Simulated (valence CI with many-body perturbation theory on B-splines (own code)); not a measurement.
Values are calculated unless marked as measured or tabulated.
## Re33+: magnetic and hyperfine properties of the levels

Level of theory: relativistic CI+MBPT: six valence electrons over a frozen Dirac-Fock core [Kr], a basis of 7 s, 7 p, 8 d, 6 f, 4 g, 1 h functions for each j, with the one-electron correlation potential Σ1 (screened to all orders), the two-electron term Σ2, the three-electron term Σ3, Breit, model QED; selected single and double excitations, second order for the rest, scaled by the run's own slope (own B-spline code, finite nucleus).

The last digits are not significant, and no measured levels were compared; by estimate large intervals hold to a few tenths of a per cent, small ones and those within an open d or f shell to about a per cent. Core correlation moves these levels by up to 7700 cm⁻¹, and in measured spectra 5 to 20 % of such shifts remained as error; rates that hang on mixing are uncertain with them. Among the levels kept, up to 760 cm⁻¹ of a level comes from second order outside the variational space, and about a tenth of that is noise between levels of different J, which matters for small intervals. Only levels of the ground parity were solved; by the run's estimate the other parity begins above the list, which can be wrong where configurations are misplaced.

A/g_I is the dipole constant over the nuclear g factor μ/I (μ in nuclear magnetons, uniformly magnetised nucleus), B/Q the quadrupole constant per barn. Both hold the static response of the core; the bare values leave it out. Large factors of s and p1/2 electrons are usually good to 5 to 10 %; those of open d and f shells near neutrality can be off by tens of per cent, and small factors of p3/2, d and f electrons come from cancelling terms and can be off by a factor of two or in sign, in half-filled shells by more. B is blank for J = 1/2, where it vanishes, and for nearly pure S terms. Energies count from the lowest level. Levels with J = 0 are left out.

Levels are named by their leading jj configuration (3d3/2^4 stands for four electrons in 3d with j = 3/2), which in mixed levels can hold well under half, so a name can repeat and another be missing. Letters in brackets count levels of one name in rising energy.

```csv
Level,E (cm⁻¹),g,A/g_I (MHz),A/g_I bare,B/Q (MHz/b),B/Q bare
(4d3/2^4 4d5/2^2) J=4,0,1.273,8900,9410,17900,17200
(4d3/2^4 4d5/2^2) J=2,21773,1.293,8740,9310,-9640,-9230
(4d3/2^3 4d5/2^3) J=3 [a],125060,1.375,4930,5730,984,915
(4d3/2^3 4d5/2^3) J=4 [a],133600,1.169,10000,10300,15500,15000
(4d3/2^3 4d5/2^3) J=1 [a],139470,1.316,8770,9400,-6610,-6320
(4d3/2^3 4d5/2^3) J=5,158770,1.130,12200,12300,8540,8260
(4d3/2^3 4d5/2^3) J=6,160900,1.110,13600,13700,-17000,-16400
(4d3/2^3 4d5/2^3) J=2 [a],176480,0.965,17000,16700,-13100,-12600
(4d3/2^3 4d5/2^3) J=3 [b],181060,1.053,15200,15100,5260,4990
(4d3/2^3 4d5/2^3) J=1 [b],218000,1.150,7770,7950,13400,12900
(4d3/2^3 4d5/2^3) J=2 [b],218590,1.130,12700,12800,21400,20600
(4d3/2^3 4d5/2^3) J=4 [b],221050,1.046,15500,15400,-12600,-12200
(4d3/2^3 4d5/2^3) J=3 [c],228480,1.068,15100,15000,-21100,-20200
(4d3/2^2 4d5/2^4) J=2 [a],272730,1.443,702,1680,-2840,-2720
(4d3/2^2 4d5/2^4) J=4 [a],293830,1.098,13000,13100,2340,2330
(4d3/2^2 4d5/2^4) J=3 [a],302510,1.201,8960,9280,-8170,-7870
(4d3/2^2 4d5/2^4) J=5,306940,1.096,14000,14000,-12600,-12100
(4d3/2^2 4d5/2^4) J=6,319960,1.049,15200,15200,-18300,-17600
(4d3/2^2 4d5/2^4) J=3 [b],323460,0.964,17700,17400,610,598
(4d3/2^2 4d5/2^4) J=1,331780,1.023,16500,16400,-6300,-6070
(4d3/2^2 4d5/2^4) J=4 [b],341340,1.051,15800,15700,-444,-466
(4d3/2^2 4d5/2^4) J=2 [b],342510,1.051,15400,15300,-12500,-12100
(4d3/2^2 4d5/2^4) J=2 [c],376720,0.867,20900,20400,-674,-623
(4d3/2^2 4d5/2^4) J=4 [c],388920,1.159,11000,11200,-18200,-17500
(4d3/2 4d5/2^5) J=1,440290,1.497,-2590,-1470,-3760,-3590
(4d3/2^2 4d5/2^4) J=2 [d],442230,1.022,15900,15700,21200,20400
(4d3/2 4d5/2^5) J=4,481510,1.028,15900,15800,-7660,-7260
(4d3/2 4d5/2^5) J=2,496040,1.200,10500,10800,-22500,-21700
(4d3/2 4d5/2^5) J=3,501470,1.066,14500,14500,-20400,-19600
```

Question: Take the isotope of mass number 187, with I = 5/2, μ = 3.209 μN and Q = 1.94 b. What is the hyperfine structure of (4d3/2^3 4d5/2^3) J=5?

Answer: From the table A = 15700 MHz, B = 16600 MHz. Shifts from the centre of gravity in MHz: F = 5/2: -228000, F = 7/2: -178000, F = 9/2: -112000, F = 11/2: -28300, F = 13/2: 75200, F = 15/2: 200000.
